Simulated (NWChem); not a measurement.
System: SiH₂O₂, singlet; SMILES O[Si]O

Input file for NWChem:

```
start job
memory heap 200 mb stack 900 mb global 1100 mb
geometry units angstroms noautoz
  Si     0.626107     0.020542     0.000000
  O     -0.411497     1.317374     0.000000
  H     -1.354995     1.103873     0.000000
  O     -0.518460    -1.209484     0.000000
  H     -0.167354    -2.106665     0.000000
end
basis spherical
  * library def2-tzvp
end
dft
  xc r2scan0
  iterations 150
  mulliken
end
task dft energy
```

Low-valent species are run as closed-shell singlets; no triplet was tried in these runs. The geometry was optimised at PBE0/def2-SVP.

Question: What results follow from this input? (r2SCAN0/def2-TZVP.) Quantities: energy (Ha); highest occupied level (eV); orbital gap (eV); dipole (D).

Answer: energy (Ha): -441.16
highest occupied level (eV): -7.32
orbital gap (eV): 6.21
dipole (D): 1.91
